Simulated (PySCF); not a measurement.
C3H7B.
SMILES: `B/C=C\C`

Level of theory: EOM-IP-CCSD/aug-cc-pVDZ in PySCF, restricted Hartree–Fock reference, 4 core orbitals frozen, non-relativistic, gas phase, PBE0-D3(BJ)/def2-SVP geometry.

The vertical ionisation energies are 10.12, 11.33, 11.83, 13.26, 13.83, 14.64, 15.96, 16.28 eV.

**Question.** Which Hartree–Fock orbital leads each hole, and what is its Koopmans value −ε?

**Answer.** 
```csv
leading hole (HF orbital),Koopmans (eV),EOM-IP-CCSD (eV),change (eV),one-hole share
HOMO,10.03,10.12,+0.09,0.96
HOMO-1,12.27,11.33,-0.94,0.95
HOMO-2,12.76,11.83,-0.93,0.95
HOMO-3,14.37,13.26,-1.11,0.95
HOMO-4,15.14,13.83,-1.31,0.94
HOMO-5,15.59,14.64,-0.95,0.95
HOMO-6,17.46,15.96,-1.50,0.93
HOMO-7,17.83,16.28,-1.55,0.91
```

**Question.** Does the order of the lines follow the orbital energies?

**Answer.** Yes, no two lines change places. The corrections run from -1.55 to +0.09 eV, with a mean of -1.02 eV over the 8 lines; EOM-IP-CCSD lies above the Koopmans value for HOMO. Koopmans values leave out both the relaxation of the orbitals and the change in correlation energy.

**Question.** At what kinetic energies would He I light (21.22 eV) eject these electrons?

**Answer.** 11.10 eV (HOMO), 9.89 eV (HOMO-1), 9.39 eV (HOMO-2), 7.96 eV (HOMO-3), 7.39 eV (HOMO-4), 6.58 eV (HOMO-5), 5.26 eV (HOMO-6), 4.94 eV (HOMO-7).

One root was sought for each valence orbital with −ε under 21 eV, eight at most, so deeper holes and satellites are missing; no vibrational structure.

Time: 2.0 min wall; peak memory 2.9 GiB. Hardware: one thread, AMD EPYC 7R43 (x86_64), shared host with 256 logical CPUs at a one-minute load of 69.
